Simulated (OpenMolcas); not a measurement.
Computed levels of 4d5 in ions with 41 electrons, in cm-1 above 6S 5/2.

```
Program             : OpenMolcas 26.06
Method              : CASSCF
Basis               : ANO-R2
Scalar Hamiltonian  : X2C, finite nucleus
Spin-orbit coupling : state interaction with AMFI integrals over the reference wave functions, term energies averaged over their components
```

Active space for each ion: 5 electrons in 10 orbitals (4d 5d).

```json
{"Level": "4G 5/2", "Tc2+": "23731", "Ru3+": "26943", "Pd5+": "31874", "Ag6+": "34499"}
{"Level": "4G 7/2", "Tc2+": "23877", "Ru3+": "27165", "Pd5+": "32401", "Ag6+": "35231"}
{"Level": "4G 11/2", "Tc2+": "23969", "Ru3+": "27280", "Pd5+": "32611", "Ag6+": "35489"}
{"Level": "4G 9/2", "Tc2+": "23978", "Ru3+": "27312", "Pd5+": "32721", "Ag6+": "35658"}
{"Level": "4P 5/2", "Tc2+": "26912", "Ru3+": "30416", "Pd5+": "35509", "Ag6+": "38276"}
{"Level": "4P 3/2", "Tc2+": "27179", "Ru3+": "30825", "Pd5+": "36302", "Ag6+": "39268"}
{"Level": "4P 1/2", "Tc2+": "27538", "Ru3+": "31378", "Pd5+": "37393", "Ag6+": "40664"}
{"Level": "4D 7/2", "Tc2+": "29453", "Ru3+": "33461", "Pd5+": "39871", "Ag6+": "43329"}
{"Level": "4D 1/2", "Tc2+": "29787", "Ru3+": "34041", "Pd5+": "41187", "Ag6+": "45089"}
```

**Question.** Estimate 4G 5/2, 4G 7/2 for Rh4+ from its neighbours Ru3+ and Pd5+.

**Answer.** 4G 5/2 is another term, which grows about linearly with the charge: (26943 + 31874) / 2 = 29408. The calculation gives 29771, so the estimate is off by -1.2 %.
4G 7/2 is another term, which grows about linearly with the charge: (27165 + 32401) / 2 = 29783. The calculation gives 30105, so the estimate is off by -1.1 %.

Mixed levels, with the weight of the term that names them: Tc2+ 4P 5/2 (75 %), Ru3+ 4P 5/2 (69 %), Ru3+ 4P 3/2 (74 %), Rh4+ 4P 5/2 (65 %), Rh4+ 4P 3/2 (70 %), Pd5+ 4P 5/2 (60 %), Pd5+ 4P 3/2 (66 %), Ag6+ 4P 5/2 (56 %), Ag6+ 4P 3/2 (63 %).

Without dynamic correlation excited terms often stand tens of per cent too high (terms of higher spin than the ground term too low), and those without a measured partner can miss by more than the paired ones. Active for correlation alone: 5d; no level in the range computed is led by a configuration that fills it, so any true level of that kind is missing. Only configurations of the active space appear.
